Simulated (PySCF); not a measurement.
# How methods differ on the excitation energy of Cr

Cr [Ar] 3d5 4s1 (7S) → Cr [Ar] 3d5 4p1 (7P), as a difference of total energies. Calculation: PySCF 2.14, in def2-TZVPPD (6s6p4d2f1g, 67 functions); the non-relativistic Hamiltonian (point nucleus). Correlated levels: valence and next inner shell: [Ne] frozen. The calculations carry no spin-orbit coupling.

```
                                method  excitation energy (eV)
                                   UHF                   2.611
    MP2 (valence and next inner shell)                   2.987
SCS-MP2 (valence and next inner shell)                   2.833
   CCSD (valence and next inner shell)                   2.868
CCSD(T) (valence and next inner shell)                   2.895
```

How much does correlation contribute at CCSD(T) (valence and next inner shell)?

2.895 − (2.611) = 0.284 eV, measured against UHF.

These non-relativistic numbers lack the scalar-relativistic shift.

Errors of the correlated levels include the incompleteness of this basis and the frozen core.

The coupled-cluster amplitudes are large for the upper state (T1 above 0.03 or a double amplitude above 0.15), so a single reference is strained.

For comparison: 2.903 eV (measured; NIST levels, between the centres of gravity of the two terms).
